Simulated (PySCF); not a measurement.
One entry of a table of gas-phase calculations, keyed by method. Lists by class give the value and the number of equivalent atoms.

```json
{
 "formula": "C2H11FO2Si3",
 "smiles": "O[SiH2][C@H](O[SiH3])[SiH2]CF",
 "charge": 0,
 "multiplicity": 1,
 "geometry_level": "GFN2-xTB",
 "electronic_structure_code": "PySCF",
 "results": {
  "GFN2-xTB geometry": {
   "point_group": "C1",
   "rotational_constants_GHz": [1.331, 0.729, 0.566]
  },
  "PBE0/pcSseg-1 ground state and GIAO shieldings, non-relativistic": {
   "dipole_D": 1.26,
   "homo_eV": -7.49,
   "lumo_eV": -0.17,
   "shift_vs_computed_TMS_C_by_class_ppm": [
    [77.7, 1],
    [57.9, 1]
   ],
   "shift_vs_computed_TMS_H_by_class_ppm": [
    [5.37, 1],
    [5.03, 1],
    [5.0, 1],
    [4.98, 1],
    [4.92, 3],
    [4.48, 1],
    [4.21, 1],
    [3.62, 1],
    [1.81, 1]
   ],
   "shielding_other_nuclei_by_class_ppm": [
    ["O", 329.8, 1],
    ["O", 367.6, 1],
    ["F", 474.1, 1],
    ["Si", 378.8, 1],
    ["Si", 384.9, 1],
    ["Si", 399.2, 1]
   ]
  }
 }
}
```

The rotational constants make it an asymmetric top with κ = (2B − A − C)/(A − C) = -0.58, nearer the prolate limit (−1). The dipole equals about 4.2 × 10⁻³⁰ C·m (1 D = 3.33564 × 10⁻³⁰ C·m). With B = h/(8π²I), that is 505.379 GHz u Å² over I, the principal moments of inertia are 379.6, 693.5 and 892.4 u Å² (most abundant isotopes).

One conformer stands for the species.
